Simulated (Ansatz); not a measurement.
`[CH2][Si](F)(F)Cl` radical. The species carries charge 0 and has multiplicity 2.

Cartesian coordinates in Å:
```
C -0.575 0.740 0.656
Si 0.283 -0.505 -0.342
F 1.020 -1.553 0.581
F -0.741 -1.301 -1.244
Cl 1.676 0.307 -1.573
H -0.193 1.070 1.616
H -1.469 1.242 0.305
```

**Question.** List the harmonic frequencies (cm⁻¹, unscaled) at PBE0-D4/def2-TZVP in Ansatz. (Best estimate.)

**Answer.** The calculation gave: 59, 187, 216, 261, 308, 340, 545, 609, 736, 788, 926, 981, 1388, 3162, 3262.

**Question.** Is this a minimum?

**Answer.** Yes, all 15 modes are real.

**Question.** Give the ideal-gas thermochemistry at 298.15 K and 1 bar (rigid rotor, harmonic oscillator; point group Cs, symmetry number 1).

**Answer.** Zero-point energy 82.3 kJ/mol; H(298) − E = 102.3 kJ/mol; entropy 348.6 J/(mol·K), of which translation 168.1, rotation 113.3, vibration 61.5, electronic 5.8; G(298) − E = -1.7 kJ/mol. Modes under 100 cm⁻¹ are hindered rotations or soft bends, so the harmonic entropy is rough.
